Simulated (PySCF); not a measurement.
C4H9AlO, SMILES C=C[CH2][AlH][O]C. Atoms are numbered in the order given.

```xyz
15

Al    -0.0907    -0.2065     0.7931
C      1.5496    -0.8378    -0.0851
C      1.6340     0.3319    -1.0149
C      2.0898     1.5616    -0.7049
H      1.4709    -1.7982    -0.6115
H      2.3837    -0.8654     0.6336
H      1.1840     0.1889    -2.0063
H      2.5475     1.7772     0.2667
H      2.0441     2.3816    -1.4254
H     -0.0498     0.7097     2.0810
O     -1.5743    -0.5643     0.0374
C     -2.9192    -0.2026     0.1358
H     -3.5555    -1.0991     0.2520
H     -3.1241     0.4664     0.9947
H     -3.2518     0.3198    -0.7802
```
Charge 0, spin multiplicity 1.

Geometry optimised at B3LYP-D3(BJ)/def2-SVP. The structure was generated by enumeration; whether it is a known compound was not checked. Other conformers were not sampled.

The numbers are results of PySCF with PBE/pcSseg-1, not measurements.

GIAO shieldings, no solvent; atoms listed in one row are averaged. δ = σ(ref) − σ: ¹³C against TMS (σ = 182.0 ppm); ¹H against TMS (σ = 31.49 ppm); ¹⁷O against H2O (σ = 334.3 ppm), references at their B3LYP-D3(BJ)/def2-TZVP geometries, non-relativistic.

Computed chemical shifts:
```json
[
 {"nucleus": "¹³C", "atoms": "C3", "count": "1", "δ (ppm)": "140.7"},
 {"nucleus": "¹³C", "atoms": "C4", "count": "1", "δ (ppm)": "119.3"},
 {"nucleus": "¹³C", "atoms": "C12", "count": "1", "δ (ppm)": "59.3"},
 {"nucleus": "¹³C", "atoms": "C2", "count": "1", "δ (ppm)": "24.9"},
 {"nucleus": "¹H", "atoms": "H7", "count": "1", "δ (ppm)": "6.38"},
 {"nucleus": "¹H", "atoms": "H9", "count": "1", "δ (ppm)": "5.50"},
 {"nucleus": "¹H", "atoms": "H8", "count": "1", "δ (ppm)": "5.39"},
 {"nucleus": "¹H", "atoms": "H10", "count": "1", "δ (ppm)": "4.70"},
 {"nucleus": "¹H", "atoms": "H13, H14, H15", "count": "3", "δ (ppm)": "4.34"},
 {"nucleus": "¹H", "atoms": "H5", "count": "1", "δ (ppm)": "2.05"},
 {"nucleus": "¹H", "atoms": "H6", "count": "1", "δ (ppm)": "1.83"},
 {"nucleus": "¹⁷O", "atoms": "O11", "count": "1", "δ (ppm)": "74.4"}
]
```
